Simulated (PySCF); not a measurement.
An equivalent PySCF input for N²⁺ (nitrogen, charge +2), [He] 2s2 2p1, 2P determinant, with scalar relativity by spin-free X2C-1e:

```python
from pyscf import gto, scf, dft, mp, cc
import basis_set_exchange as bse
mol = gto.M(atom="N 0 0 0", charge=2, spin=1, symmetry="D2h",
            basis=gto.basis.parse(bse.get_basis("x2c-SVPall", elements=["N"], fmt="nwchem", header=False)),
            nucmod="G")
mf = dft.UKS(mol, xc="M06L").sfx2c1e()
mf.irrep_nelec = {'Ag': (2, 2), 'B2u': (1, 0)}
mf.kernel()
```

It reaches the same state as the run whose output follows, with an energy that differs only through the grid. The run itself started from symmetry-adapted Hartree-Fock orbitals and held the occupation by maximum overlap, on a logarithmic radial grid, so the iterations belong to that start.

```
SCF conv_tol = 1e-09
number electrons alpha = 3  beta = 2
XC functionals = M06L
    Y. Zhao and D. G. Truhlar.,  J. Chem. Phys. 125, 194101 (2006)
    Y. Zhao and D. G. Truhlar.,  J. Chem. Phys. 125, 194101 (2006)
    Y. Zhao and D. G. Truhlar.,  Theor. Chem. Acc. 120, 215 (2008)
cycle= 1 E= -52.9210309127823  delta_E= -0.00295  |g|= 0.00815  |ddm|= 0.0779
cycle= 2 E= -52.9210578418077  delta_E= -2.69e-05  |g|= 0.000877  |ddm|= 0.00771
cycle= 3 E= -52.9210581579119  delta_E= -3.16e-07  |g|= 7.17e-05  |ddm|= 0.000729
cycle= 4 E= -52.9210581603163  delta_E= -2.4e-09  |g|= 2.97e-07  |ddm|= 0.00011
cycle= 5 E= -52.9210581603164  delta_E= -5.68e-14  |g|= 6.82e-09  |ddm|= 3.4e-07
converged SCF energy = -52.9210581603164  <S^2> = 0.75216686  2S+1 = 2.0021657
```
